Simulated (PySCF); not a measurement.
## Electronic structure of Mn (manganese, neutral) at the UHF level

Configuration: [Ar] 3d5 4s2, high-spin 6S determinant. Calculation: PySCF 2.14, in aug-cc-pVTZ (8s7p5d3f2g, 93 functions); the non-relativistic Hamiltonian (point nucleus).

```
Total energy                                     : -1149.868681 hartree
One-electron energy                              : -1585.3611 hartree
Hartree (Coulomb) energy                         : 486.4927 hartree
Exchange energy                                  : -51.0003 hartree
Kinetic energy                                   : 1149.92458 hartree
⟨S²⟩                                             : 8.7709
⟨L²⟩                                             : 0.000
Sum of ⟨r⟩                                       : 21.81 bohr
Sum of ⟨r²⟩                                      : 43.32 bohr²
Density at the nucleus (Gaussians lack the cusp) : 10500 bohr⁻³
Spin density at the nucleus                      : 0.952 bohr⁻³
Langevin diamagnetic susceptibility              : -34.3 ×10⁻⁶ cm³/mol
```

```tsv
shell	electrons	mean orbital energy (eV)	rms radius, mean of both spins (bohr)
1s α	1	-6545.3	0.0713
1s β	1	-6545.2	0.0713
2s α	1	-793.93	0.305
2s β	1	-790.28	0.305
2p α	3	-676.98	0.274
2p β	3	-673.39	0.274
3s α	1	-109.44	0.924
3s β	1	-98.300	0.924
3p α	3	-74.230	0.992
3p β	3	-60.735	0.992
3d α	5	-17.436	1.28
4s α	1	-7.444	3.66
4s β	1	-6.151	3.66
```

Spin-orbit constants ζ (cm⁻¹) from the X2C one-electron operator on these orbitals (non-relativistic here): bare nucleus, nucleus screened by l(l+1)(2l+1)/3 electrons, and screened by the Breit-Pauli mean field of the electrons.

```csv
shell,bare,screened nucleus,mean field
2p,57150,52570,50440
3p,6766,6225,5928
3d,604.2,362.5,323.2
```
